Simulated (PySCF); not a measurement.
Harmonic spectrum computed at PBE0 in the def2-TZVP basis family (core potentials from Rb on, PySCF, no spin–orbit coupling):

```json
{"ω (cm⁻¹)": "199", "IR (km/mol, summed over degenerate members)": "10.0", "degeneracy": "2"}
{"ω (cm⁻¹)": "245", "IR (km/mol, summed over degenerate members)": "23.9", "degeneracy": "1"}
{"ω (cm⁻¹)": "643", "IR (km/mol, summed over degenerate members)": "230", "degeneracy": "2"}
{"ω (cm⁻¹)": "668", "IR (km/mol, summed over degenerate members)": "74.8", "degeneracy": "1"}
```

Task: Which molecule gave it? In each, all ligands are bound to the one heavy central atom.
A. BrF₃ (singlet)
B. SbF₃ (singlet)
C. BiF₃ (singlet)
D. InF₃ (singlet)

Result: B. It has C3v symmetry with Sb–F 1.886 Å (×3).
